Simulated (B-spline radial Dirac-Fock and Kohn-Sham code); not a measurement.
ΔSCF core binding energies without Breit or QED terms, calculated with a radial finite-basis atomic code.

A sound run for the free bromine atom, [Ar] 3d10 4s2 4p5: The ground state converged in 10 iterations, with total energy -2605.02339 Ha, virial ratio 1.97482 and highest orbital energy -12.23 eV. ΔSCF binding energies: K (1s) 13511.8 eV, M5 (3d5/2) 76.56 eV. Holes are computed only in closed shells, and unreliable hole states are left out.

A second run, with one unsound setting: The ground state converged in 12 iterations, with total energy -4907.80266 Ha, virial ratio 1.08949 and highest orbital energy -9.90 eV. ΔSCF binding energies: K (1s) 9399.4 eV, M5 (3d5/2) 37.58 eV. Holes are computed only in closed shells, and unreliable hole states are left out.

```
iter   energy (Ha)        error
   1    -4836.65633718  3.09e+01
   2    -4793.81038008  3.49e+00
   3    -4900.64786991  1.55e+00
   4    -4906.93985637  7.48e-01
   5    -4907.58493713  1.14e-01
   6    -4907.69388247  1.04e-01
   7    -4907.80203675  6.37e-03
   8    -4907.80264126  6.45e-04
   9    -4907.80265976  2.49e-04
  12    -4907.80266082  8.93e-08
```

**Question.** Which fault fits the second run best?
A. nuclear radius in wrong units
B. functional not served
C. unbound anion
D. speed of light below Z

**Answer.** D. The input had c_factor = 0.2228: c_factor makes c so small that Zα exceeds 1, so any numbers that come out have no meaning.
